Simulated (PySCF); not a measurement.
GeF4.
Geometry (PBE0-D3(BJ)/def2-SVP, Å), atoms numbered from 1 in this order:
```xyz
5
GeF4 angstrom
F      1.3267   -1.1029   -0.0788
Ge     0.0187   -0.0213   -0.0198
F      0.6086    1.5709   -0.0110
F     -0.9756   -0.2531   -1.3769
F     -0.8863   -0.2983    1.3900
```

Computed with core-valence-separated Tamm–Dancoff BHandHLYP/aug-pcX-1 (def2-SVPD on Ge) in PySCF, non-relativistic, gas phase, PBE0-D3(BJ)/def2-SVP geometry. Absolute energies from this functional tend to lie a few eV below measured edges; no shift was applied.

The lowest roots of each edge with f over 0.003 (five at most, numbered afresh; weaker and dark ones are left out), with transition dipoles (au) in the frame of the coordinates:

```json
{"root": "1", "edge": "F", "E (eV)": "683.18", "μx": "0.0224", "μy": "0.0061", "μz": "-0.0338"}
{"root": "2", "edge": "F", "E (eV)": "683.19", "μx": "-0.0294", "μy": "0.0290", "μz": "-0.0034"}
{"root": "3", "edge": "F", "E (eV)": "683.19", "μx": "-0.0243", "μy": "-0.0330", "μz": "-0.0161"}
{"root": "4", "edge": "F", "E (eV)": "683.19", "μx": "0.0102", "μy": "-0.0091", "μz": "0.0254"}
{"root": "5", "edge": "F", "E (eV)": "687.48", "μx": "0.0197", "μy": "0.0020", "μz": "0.0201"}
```

Task: What are the oscillator strengths?

Result: f = (2/3) ΔE |μ|², with ΔE in hartree (27.2114 eV):

```csv
root,ΔE (Eh),|μ|² (au),f,core hole on
1,25.1066,0.001682,0.028,F1/F3/F4/F5
2,25.1067,0.001713,0.029,F1/F3/F4/F5
3,25.1068,0.001941,0.032,F1/F3/F4/F5
4,25.1068,0.000830,0.014,F1/F3/F4/F5
5,25.2643,0.000797,0.013,F1/F3/F4/F5
```

Task: Molecules are fixed in this frame and the field points along y. What effective strengths 3 f cos²θ do the roots have (θ between field and μ)?

Result: root 1 (F1/F3/F4/F5): 0.002, root 2 (F1/F3/F4/F5): 0.042, root 3 (F1/F3/F4/F5): 0.055, root 4 (F1/F3/F4/F5): 0.004, root 5 (F1/F3/F4/F5): 0.000. Root 3 is the strongest. Averaged over all orientations cos²θ is 1/3, which gives f back. For degenerate partners only the sum has meaning, as the program may mix them freely.

 The BHandHLYP/aug-pcX-1 (def2-SVPD on Ge) calculation is non-relativistic and has no spin–orbit coupling, an omission that weighs most on germanium.

The run took about 8 s of CPU time (one thread, shared machine).
